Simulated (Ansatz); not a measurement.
CH7AlSSi. The species carries charge 0 and has multiplicity 1. The bonds changed during the relaxation, so this is another structure than the one it started from. The structure was optimised at the PBE0-D4/def2-TZVP level. It is one conformer, not always the lowest.

```xyz
11

C    -1.227    0.081    1.145
S     0.298   -0.847    0.814
Si    0.281   -0.805   -1.456
Al    1.597    0.872   -0.340
H    -1.325    0.926    0.464
H    -1.173    0.450    2.168
H    -2.078   -0.590    1.032
H     0.774   -2.157   -1.838
H    -1.176   -0.754   -1.769
H     3.144    0.570   -0.193
H     0.885    2.254   -0.027
```

(1) What is the dipole moment at PBE/def2-TZVPP? (Best estimate.)

(2) And with r2SCAN, B3LYP, ωB97M-V? (Estimate.)

(3) Give the Mulliken charges with PBE, ωB97M-V, B3LYP in def2-TZVPP. (Estimate.)

Answers

(1) The calculation gave: 2.16 D, with components (-2.09, -0.23, 0.50) D in this frame, pointing from negative to positive charge.

(2) Ansatz gave: r2SCAN 2.24 D, B3LYP 2.08 D, ωB97M-V 2.02 D.

(3) Ansatz gave: 
| atom | PBE | ωB97M-V | B3LYP |
| --- | --- | --- | --- |
| C1 | -0.25 | -0.34 | -0.26 |
| S2 | -0.11 | -0.10 | -0.15 |
| Si3 | 0.03 | 0.00 | 0.09 |
| Al4 | 0.27 | 0.26 | 0.34 |
| H5 | 0.13 | 0.15 | 0.13 |
| H6 | 0.13 | 0.15 | 0.13 |
| H7 | 0.13 | 0.16 | 0.13 |
| H8 | -0.04 | -0.01 | -0.05 |
| H9 | -0.04 | -0.01 | -0.06 |
| H10 | -0.12 | -0.12 | -0.15 |
| H11 | -0.14 | -0.13 | -0.16 |

B3LYP here is the variant with VWN-RPA as its local correlation; programs differ in this.
